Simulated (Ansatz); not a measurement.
Cost and result for the atomization energy of C₆H₁₄O₂ (`OCCCCCCO`) (22 atoms, 21 bonds).

Z-matrix (Å, degrees):
```
C
O 1 1.412
C 1 1.516 2 113.3
H 1 1.093 2 105.7 3 -120.4
H 1 1.100 2 111.0 3 124.0
H 2 0.961 1 108.2 3 -60.4
C 3 1.521 1 112.4 2 -178.0
H 3 1.096 1 108.7 2 -55.9
H 3 1.097 1 108.8 2 59.9
C 7 1.523 3 114.3 1 175.9
H 7 1.097 3 109.5 1 -61.3
H 7 1.096 3 108.8 1 54.2
C 10 1.521 7 114.3 3 64.4
H 10 1.096 7 108.7 3 -173.9
H 10 1.097 7 109.2 3 -58.6
C 13 1.516 10 112.4 7 175.9
H 13 1.096 10 110.1 7 54.6
H 13 1.097 10 110.1 7 -62.7
O 16 1.412 13 113.3 10 -178.0
H 16 1.093 13 110.0 10 -60.0
H 16 1.100 13 109.8 10 57.4
H 19 0.961 16 108.2 13 -60.4
```

The species carries charge 0 and has multiplicity 1. Geometry: relaxed with PBE0-D4/def2-TZVP. It is one conformer, not always the lowest. Program: Ansatz. All runs use 2 threads of an AMD EPYC 7R13 on a shared host and a share of an NVIDIA H100 80 GB. Times are those of one run each, without the atoms' runs, and a repeat can differ threefold. Electronic energies, without spin–orbit coupling; frozen cores. CCSD(T)/CBS adds CCSD(T) − MP2 in def2-TZVPP to the MP2 limit, and its time is that of the two runs behind it. T1 = 0.009. B3LYP takes the VWN-RPA correlation (the form of Gaussian; ORCA's B3LYP/G). HSE06 is the plane-wave form, built on full-range PBE exchange.

CCSD(T)/CBS is a level of theory with its own doubt, some kJ/mol a heavy atom from the limit and from the frozen cores, so smaller differences don't rank the functionals.

```
                             level  functions  wall time  atomization (kJ/mol)  difference from CCSD(T)/CBS  per bond
                BLYP-D4/def2-TZVPP        444      2.8 s                8680.9                        -46.4      -2.2
             r2SCANh-D4/def2-TZVPP        444      3.2 s                8689.7                        -37.6      -1.8
                  CCSD(T)/def2-SVP        182      3.3 s                8356.4                       -370.9     -17.7
               HSE06-D4/def2-TZVPP        444      3.6 s                8772.1                         44.8       2.1
                PBE0-D4/def2-TZVPP        444      3.8 s                8766.0                         38.7       1.8
               PBE-QIDH/def2-TZVPP        444        4 s                8695.4                        -31.9      -1.5
r2SCAN-D4/def2-TZVPP (with forces)        444      4.4 s                8732.3                          5.0       0.2
   PBE-D4/def2-TZVPP (with forces)        444      4.9 s                8900.5                        173.2       8.2
 B3LYP-D4/def2-TZVPP (with forces)        444      5.5 s                8710.9                        -16.4      -0.8
           CAM-B3LYP-D4/def2-TZVPP        444      5.5 s                8760.2                         32.9       1.6
                    MP2/def2-QZVPP        876       14 s                8761.5                         34.2       1.6
                CCSD(T)/def2-TZVPP        444       43 s                8527.3                       -200.0      -9.5
                 CCSD(T)/CBS(def2)          –       57 s                8727.3                          0.0       0.0
```

In def2-TZVPP, CCSD(T) changes the Hartree–Fock value by +2108.5 kJ/mol (the triples alone add +113.6 kJ/mol) and MP2 by +2225.3 kJ/mol; breaking electron pairs costs correlation energy, which Hartree–Fock lacks. At CCSD(T), def2-SVP lies −370.9 kJ/mol from the extrapolated value and def2-TZVPP −200.0 kJ/mol: correlation converges slowly with the basis, and small sets miss more of it in the bonded molecule than in its fragments. The D4 term adds +64.7 kJ/mol with B3LYP and +34.8 kJ/mol with PBE0; it sums over pairs of atoms, weighted by their polarisabilities, and B3LYP, whose exchange is more repulsive, gets the larger term.
